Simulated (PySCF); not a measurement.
Core-level binding energies of `C[NH][GeH2][SH]`

CH7GeNS.
Structure used (PBE0-D3(BJ)/def2-SVP), in Å, numbered top down from 1:
```xyz
11
CH7GeNS angstrom
C     -1.4281   -0.4349    0.4983
N     -0.5736    0.3974   -0.3201
Ge     1.1454    0.7234    0.1974
S      2.3702   -1.1253    0.5479
H     -1.3982   -0.0854    1.5433
H     -2.4764   -0.3557    0.1674
H     -1.1523   -1.5076    0.5087
H     -0.6754    0.2056   -1.3125
H      1.7862    1.5835   -0.9032
H      1.1137    1.3915    1.5790
H      2.4370   -1.4595   -0.7590
```

The calculation used delta-SCF UKS SCAN, pcX-2 on the ionised atom, pcseg-1 elsewhere, spin-free X2C (PySCF 2.14.0). These are vertical core ionisation energies against the vacuum level, from separate self-consistent calculations with and without the core hole.

Question: What binding energy does each computed site have?

Answer: 
| atom(s) | bonded to | level | binding energy (eV) | count |
| --- | --- | --- | --- | --- |
| C1 | N and 3 H | C 1s | 291.57 | 1 |
| N2 | C, H and Ge | N 1s | 404.40 | 1 |
| S4 | H and Ge | S 1s | 2476.62 | 1 |

Question: What is the longest wavelength that can ionise C 1s of C1 vertically?

Answer: λ = hc/E = 12398.42 eV Å / 291.57 eV = 42.523 Å.

Question: Which effective nuclear charge Zeff reproduces each element's mean 1s value in the hydrogen-like formula E = 13.606 eV × Zeff²?

Answer: C (Z = 6): mean 291.6 eV, Zeff = 4.63, Z − Zeff = 1.37; N (Z = 7): mean 404.4 eV, Zeff = 5.45, Z − Zeff = 1.55; S (Z = 16): mean 2476.6 eV, Zeff = 13.49, Z − Zeff = 2.51. Means run over the listed sites, weighted by atom count.

Not every level is listed. No level of germanium is listed. One conformer (not necessarily the lowest) at the PBE0-D3(BJ)/def2-SVP geometry, without solvent, vibrations or thermal averaging.
